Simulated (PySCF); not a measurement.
A species of formula C3H7FSi has this rotational fingerprint, computed with CAM-B3LYP/def2-SVPD in PySCF (dipole) on a GFN2-xTB geometry, gas phase:

- Rotational constants: A = 9481, B = 2105, C = 1902 MHz
- Dipole components: |μa| = 1.25 D, |μb| = 0.87 D, |μc| = 0.30 D
- Inertial defect: -27.58 u·Å²
- κ: -0.95

Question: Which structure is it? (One computed conformer of each.)
A. `[CH2:1]=[CH:2][SiH2:3][CH2:4][F:5]` with C1–C2–Si3–C4 133°, C2–Si3–C4–F5 60°
B. `C[Si@@H]1C[C@@H]1F`
C. `F[C@@H]1C[C@H]1[SiH3]`

Answer: C. It is F[C@@H]1C[C@H]1[SiH3], a near-prolate asymmetric top, point group C1. The candidates at the same level (rigid rotor, commonest isotopes):

```csv
SMILES,A (MHz),B (MHz),C (MHz),μa (D),μb (D),μc (D),Δ (u·Å²),point group,rotor
F[C@@H]1C[C@H]1[SiH3],9481,2105,1902,1.25,0.87,0.30,-27.58,C1,near-prolate asymmetric top
C[Si@@H]1C[C@@H]1F,5941,2962,2378,1.87,1.03,0.10,-43.18,C1,asymmetric top
C=C[SiH2]CF,7721,2024,1750,1.12,0.95,0.95,-26.35,C1,near-prolate asymmetric top
```

`C[Si@@H]1C[C@@H]1F` has B 41 % too high; `C=C[SiH2]CF` has A 19 % too low. No structure here is proved a minimum.
